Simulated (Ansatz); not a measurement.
Reaction (atomization): `[BH]1[AlH][O][GeH2]1` → Al• + B• + Ge• + 4 H• + O•

Program: Ansatz. Geometries: PBE0-D4/def2-TZVP. ΔE: electronic, gas phase. CBS: MP2 limit from def2 TZ/QZ plus the TZ coupled-cluster correction, frozen cores. This one scheme is used for every species, atoms too. Functionals use def2-TZVPP. No spin–orbit coupling; open shells (•) take unrestricted orbitals. Spin–orbit coupling would lower the free atoms: a little for Al, B, O; clearly for Ge. For Ge outer-core shells are correlated without core-valence functions, so the limit isn't a true one: a few kJ/mol of doubt a bond, and 10 to 20 or more in all where bonds break to atoms. Scalar relativity is left out up to krypton.

`[BH]1[AlH][O][GeH2]1`:

Z-matrix (Å, degrees):
```
Ge
Al 1 2.728
B 1 2.083 2 51.1
O 1 1.826 2 38.3 3 -179.9
H 1 1.543 2 123.2 3 -102.9
H 1 1.543 2 123.0 3 102.9
H 2 1.583 1 165.7 3 -179.7
H 3 1.191 1 133.1 2 -179.9
```

| level | ΔE (kcal/mol) |
| --- | --- |
| revPBE-D4 | 568.1 |
| r2SCAN0-D4 | 574.3 |
| r2SCANh | 580.2 |
| CCSD/CBS(def2) | 572.9 |

Problem. What does CCSD(T)/CBS give? (Estimate.)

Solution. The calculation gave: +582.7 kcal/mol. The listed levels differ from it by -14.6, -8.4, -2.5, -9.8 kcal/mol.

Largest T1 diagnostic among the species: 0.018.

From PBE to PBE0 (25 % exact exchange), in def2-TZVPP and without D4, ΔE moves by −8.3 kcal/mol: exact exchange takes away binding that semilocal exchange gives to molecules. At CCSD(T), def2-SVP lies −41.2 kcal/mol from the extrapolated value and def2-TZVPP −14.3 kcal/mol: correlation converges slowly with the basis, and small sets miss more of it in the bonded molecule than in its fragments. In def2-TZVPP, CCSD(T) changes the Hartree–Fock value by +150.7 kcal/mol (the triples alone add +9.8 kcal/mol) and MP2 by +160.0 kcal/mol; breaking electron pairs costs correlation energy, which Hartree–Fock lacks.

For atomizations the MP2-based limit and the directly extrapolated one differ by several kJ/mol either way, and by 10 to 25 for some Ge, Se and Sn compounds, so smaller differences from it don't rank the levels.
